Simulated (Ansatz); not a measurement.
C2H8AlGaO, SMILES `CO[CH2][AlH][GaH2]`. Total charge 0; spin multiplicity 1. All single points use the PBE0-D4/def2-TZVP geometry. It is one conformer, not always the lowest.

```xyz
13

C     0.281   -1.727    0.163
O     0.010   -0.347    0.283
C     1.138    0.535    0.051
Al    0.115    2.253   -0.157
Ga   -1.870    0.757   -0.135
H     1.059   -2.022    0.875
H     0.611   -1.969   -0.854
H    -0.639   -2.267    0.385
H     1.854    0.418    0.873
H     1.649    0.223   -0.872
H     0.852    3.660   -0.277
H    -2.729    0.422    1.147
H    -2.331    0.063   -1.483
```

(1) What is the dipole moment at B3LYP/def2-TZVPP? (An estimate is asked.)

(2) And with PBE, r2SCAN, ωB97M-V? (Estimate.)

(3) Give the Mulliken charges with B3LYP, PBE, r2SCAN in def2-TZVPP. (An estimate is asked.)

Answers

(1) Ansatz gave: 2.81 D, with components (2.59, -1.09, 0.08) D in this frame, pointing from negative to positive charge.

(2) Computed: PBE 2.79 D, r2SCAN 2.87 D, ωB97M-V 2.80 D.

(3) Computed: 
| atom | B3LYP | PBE | r2SCAN |
| --- | --- | --- | --- |
| C1 | -0.12 | -0.14 | 0.00 |
| O2 | -0.27 | -0.19 | -0.24 |
| C3 | -0.20 | -0.20 | -0.19 |
| Al4 | 0.33 | 0.28 | 0.38 |
| Ga5 | 0.06 | 0.01 | 0.06 |
| H6 | 0.11 | 0.10 | 0.07 |
| H7 | 0.10 | 0.10 | 0.07 |
| H8 | 0.12 | 0.11 | 0.07 |
| H9 | 0.10 | 0.09 | 0.07 |
| H10 | 0.08 | 0.08 | 0.06 |
| H11 | -0.12 | -0.10 | -0.14 |
| H12 | -0.09 | -0.07 | -0.10 |
| H13 | -0.10 | -0.08 | -0.10 |

B3LYP here is the variant with VWN-RPA as its local correlation; programs differ in this.
